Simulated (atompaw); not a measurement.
Pseudopotential generation for lanthanum: PAW (atompaw), LDA (PW92), scalar-relativistic.

La, PAW, made with atompaw 4.2.0.5 (LDA (PW92), scalar-relativistic). Core [Xe], reference 4f0 5d1 6s1.75 6p0 (charge +0.25). Waves: 6s (bound); 6s channel at 0.7 Ry; 6p (bound, empty); 6p channel at 1.35 Ry; 5d (bound); 5d channel at 1.18 Ry; 4f (bound, empty); 4f channel at 0.3 Ry. Local part: troulliermartins scheme with l = 4 at 1 Ry, radius 2.80 bohr. Core correction: smooth core density matched at 2.50 bohr. Augmentation charge: sinc compensation charge, radius 2.85 bohr; PAW radius 3.00 bohr; waves and projectors: bloechl.

Results:

| Quantity | Value |
| --- | --- |
| Cutoffs needed | 12 Ry and 18 Ry (the cutoffs (Ry, on a coarse ladder) from which the occupation-weighted sum of valence levels, in a spherical-Bessel basis at the reference potential, stays within 10 and 1 mRy of its value at 400 Ry) The cutoffs count occupied waves only; the empty 4f level needs 25 Ry at the loose tolerance. |
| Ghost test | ghost states, extra bound levels that the all-electron valence spectrum of the same l lacks: s at -31.4 eV, p at -21.3 eV; a true bound ghost makes a file unfit for plane-wave use (spherical-Bessel basis up to 400 Ry, 20 bohr box) |
| Lowest eigenvalue of the overlap operator | 0.01 (s channel) |
| Overlap eigenvalues printed by atompaw (projector basis) | 0.0101, 0.108, 0.379, 2.46, 3.19, 30.2, 45.9, 1.3e+03 |
| Share of each valence orbital outside the PAW sphere | 6s 83 %, 6p 94 %, 5d 40 %, 4f 2 % |

Generation and tests took about 15 s on one core of a shared server CPU.
